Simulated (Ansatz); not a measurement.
Ansatz (a quantum-chemistry and plane-wave program) job for SiOCl₂, SMILES Cl[Si](Cl)=O, PBE0-D3(BJ)/def2-SVP. 

Ansatz 0.2 input:
```yaml
crystal:
  periodic: [false, false, false]
  atoms:
    - {symbol: Si, position_ang: [0.00000000, 0.00000000, -0.50914963]}
    - {symbol: O, position_ang: [0.00000000, 0.00000000, -2.05077875]}
    - {symbol: Cl, position_ang: [0.00000000, -1.65219623, 0.69218603]}
    - {symbol: Cl, position_ang: [0.00000000, 1.65219623, 0.69218603]}
basis:
  gaussian:
    orbitals: def2-SVP
hamiltonian:
  xc: pbe0
  dispersion: d3bj
relax: {f_tol: 0.002, max_steps: 200}
```

It prints:

```
WARN ansatz: RAYON_NUM_THREADS=1 ignored (pool sized by the plan → 1); use --threads N
Functional definition: PBE0
integrals: 0.02 GiB planned
654 factors; integrals over basis functions are off by at most 4.7e-4 eV
mean field: 0.22 GiB planned
mean field evaluation 1: about -34939.4057 eV, gradient 5.9e1 eV
mean field evaluation 2: about -34850.7495 eV, gradient 1.9e2 eV
mean field evaluation 4: about -34946.4556 eV, gradient 7.5e0 eV
mean field evaluation 8: about -34946.6020 eV, gradient 2.6e-1 eV
mean field evaluation 16: about -34946.6022 eV, gradient 1.1e-5 eV
mean field -34946.60216069 eV, -1284.2639417476 hartree, gradient 1.1e-5 eV, S^2 0.000000; 0 other end points of the search recorded, 0 dependent functions left out
the calculation of the forces begins
reference -34946.60217832 eV, -1284.2639423956 hartree; 28, 28 occupied and 40, 40 virtual orbitals, 654 factors
relax step   1: F+E_penalty+E_count = -34946.71497475 eV  Δ(F+E_penalty+E_count) = +0.000e0 eV  max|allowed force component| = 1.172e0 eV/Å  Δτ_max = 0.0000 Å  (27 SCF iters, accepted)
these checks for a lower state are left out or cut short: starts, cluster_reference, orbital_swaps, neighbouring_geometries, increment
integrals: 0.02 GiB planned
654 factors; integrals over basis functions are off by at most 4.5e-4 eV
mean field: 0.22 GiB planned
mean field -34946.62024054 eV, -1284.2646061697 hartree, gradient 5.8e-5 eV, S^2 0.000000; 0 other end points of the search recorded, 0 dependent functions left out
the calculation of the forces begins
reference -34946.62025809 eV, -1284.2646068149 hartree; 28, 28 occupied and 40, 40 virtual orbitals, 654 factors
relax step   2: F+E_penalty+E_count = -34946.73375051 eV  Δ(F+E_penalty+E_count) = -1.878e-2 eV  max|allowed force component| = 6.245e-1 eV/Å  Δτ_max = 0.0233 Å  (25 SCF iters, accepted)
these checks for a lower state are left out or cut short: starts, cluster_reference, orbital_swaps, neighbouring_geometries, increment
integrals: 0.02 GiB planned
654 factors; integrals over basis functions are off by at most 4.4e-4 eV
mean field: 0.22 GiB planned
mean field -34946.62331188 eV, -1284.2647190394 hartree, gradient 6.2e-5 eV, S^2 0.000000; 0 other end points of the search recorded, 0 dependent functions left out
the calculation of the forces begins
reference -34946.62332948 eV, -1284.2647196863 hartree; 28, 28 occupied and 40, 40 virtual orbitals, 654 factors
relax step   3: F+E_penalty+E_count = -34946.73677326 eV  Δ(F+E_penalty+E_count) = -3.023e-3 eV  max|allowed force component| = 4.262e-2 eV/Å  Δτ_max = 0.0087 Å  (25 SCF iters, accepted)
these checks for a lower state are left out or cut short: starts, cluster_reference, orbital_swaps, neighbouring_geometries, increment
integrals: 0.02 GiB planned
654 factors; integrals over basis functions are off by at most 4.4e-4 eV
mean field: 0.22 GiB planned
mean field evaluation 32: about -34946.6233 eV, gradient 6.8e-5 eV
mean field -34946.62333714 eV, -1284.2647199679 hartree, gradient 6.8e-5 eV, S^2 0.000000; 0 other end points of the search recorded, 0 dependent functions left out
the calculation of the forces begins
reference -34946.62335474 eV, -1284.2647206145 hartree; 28, 28 occupied and 40, 40 virtual orbitals, 654 factors
relax step   4: F+E_penalty+E_count = -34946.73681149 eV  Δ(F+E_penalty+E_count) = -3.823e-5 eV  max|allowed force component| = 1.582e-3 eV/Å  Δτ_max = 0.0022 Å  (20 SCF iters, accepted)
integrals: 0.02 GiB planned
654 factors; integrals over basis functions are off by at most 4.4e-4 eV
mean field: 0.22 GiB planned
mean field -34946.62333714 eV, -1284.2647199679 hartree, gradient 6.8e-5 eV, S^2 0.000000; 1 other end points of the search recorded, 0 dependent functions left out
the calculation of the forces begins
reference -34946.62335474 eV, -1284.2647206145 hartree; 28, 28 occupied and 40, 40 virtual orbitals, 654 factors
Total energy: -34946.73682909 eV, -1284.2688907200 hartree
Atom 0 at     0.000000     0.000000    -0.507982 Å, force     0.000000    -0.000000     0.001582 eV/Å
Atom 1 at    -0.000000    -0.000000    -2.028709 Å, force    -0.000000     0.000000    -0.000904 eV/Å
Atom 2 at    -0.000000    -1.635858     0.680567 Å, force    -0.000000    -0.000248    -0.000339 eV/Å
Atom 3 at    -0.000000     1.635858     0.680567 Å, force    -0.000000     0.000248    -0.000339 eV/Å
Dipole moment:    -0.000000    -0.000000     0.583514 e Å
```

The calculation finished and met its thresholds.
